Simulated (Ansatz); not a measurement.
Molecule: CdH, charge 0, multiplicity 2. The spin state was set by rule; other spins were not relaxed. 
Geometry from a B3LYP-D3(BJ)/def2-TZVP (Ansatz, a program for electronic structure) optimisation:
```
Cd
H 1 1.7985
```
Charge 0, spin multiplicity 2.

Task: Give the harmonic wavenumbers at B3LYP-D3(BJ)/def2-TZVP (Ansatz, finite differences of forces, unscaled).

Result: 1301 cm⁻¹. Zero-point energy 1.9 kcal/mol.

Task: From these and the geometry, give the ideal-gas thermochemistry at 298.15 K and 1 atm (rigid rotor, harmonic oscillator).

Result: Point group C∞v, rotational symmetry number 1. Rotational constants 156.4, 156.4 GHz. S(trans) 40.09, S(rot) 9.30, S(vib) 0.03, S(elec, spin only) 1.38, S 50.8 cal/(mol K). H(298) - H(0) 2.08 kcal/mol; G - E(el) -11.2 kcal/mol.
